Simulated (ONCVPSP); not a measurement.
Rb: one change to an ONCV potential, before and after

* Element: Rb
* Generator: ONCVPSP 4.0.1
* Type: optimised norm-conserving Vanderbilt (ONCV)
* Functional: PBE
* Relativity: scalar-relativistic
* Frozen core: [Kr]
* Valence charge: 1
* Reference configuration: 5s1
* Partial waves: 5s: rc 3.35 bohr, ncon 4, nbas 7, qcut 1.7 1/bohr, local; p scattering state at 0.43 Ha: rc 3.90 bohr, ncon 4, nbas 8, qcut 2 1/bohr, 1 projector; d scattering state at 0.3 Ha: rc 3.35 bohr, ncon 4, nbas 7, qcut 3.4 1/bohr, 2 projectors, debl 1.8 Ha; f scattering state at 0.04 Ha: rc 4.00 bohr, ncon 4, nbas 8, qcut 2.8 1/bohr, 3 projectors, debl 0.8 Ha
* Local potential: the s channel
* Core correction: Teter function, fcfact 2.25, rcfact 1.4

All-electron outer shells of the reference configuration (PBE, scalar-relativistic, ld1.x):

```csv
shell,level (eV),outermost node (bohr),outermost maximum (bohr)
4p,-15.96,0.64,1.42
5s,-2.23,1.79,4.38
```

Change: reference 4d0.5 5s0.5; wave d scattering state at 0.3 Ha: rc 3.35 bohr, ncon 4, nbas 7, qcut 3.4 1/bohr, 2 projectors, debl 1.8 Ha becomes 4d: rc 3.35 bohr, ncon 4, nbas 7, qcut 3.4 1/bohr, 2 projectors, debl 1.8 Ha.

Cutoffs: the cutoffs (Ha) at which the residual kinetic energy of the hardest occupied pseudo-wave falls to 1 and 0.1 mHa per electron; they do not see the model core or the augmentation charge, which bear on the density cutoff. Errors are all-electron minus pseudo energies relative to the spin-unpolarised reference configuration.

Problem. What does the change do?

Solution. The potential gets harder (1.1 Ha and 2.4 Ha → 3.8 Ha and 5.3 Ha); the number of tests with a reliable result goes from 2 to 3; neither file shows a bound ghost.

| quantity | base | changed |
| --- | --- | --- |
| cutoff, loose | 1.1 Ha | 3.8 Ha |
| cutoff, tight | 2.4 Ha | 5.3 Ha |
| bound ghosts | none | none |
| GHOST(+) flags under 300 eV | none | none |
| tests with a reliable result | 2 of 2 | 3 of 4 |
| s: phases at 3.40 bohr within 0.05 rad from the reference energy up to (Ha; the scan ends near 5) | 0.6 | 0.6 |
| p: phases at 3.95 bohr within 0.05 rad from the reference energy up to (Ha; the scan ends near 5) | 1.0 | 1.0 |
| d: phases at 3.40 bohr within 0.05 rad from the reference energy up to (Ha; the scan ends near 5) | 0.7 | 0.7 |
| f: phases at 4.05 bohr within 0.05 rad from the reference energy up to (Ha; the scan ends near 5) | 2.8 | 2.8 |
| rms error of d²Exc/dni dnj with the model core, mHa | 3.17 | 6.10 |

Base: The cutoffs count occupied waves only; projector 2 of the d channel, the hardest unoccupied one, needs 18 Ha at the loose tolerance. Changed file: The cutoffs count occupied waves only; projector 2 of the d channel, the hardest unoccupied one, needs 16 Ha at the loose tolerance.
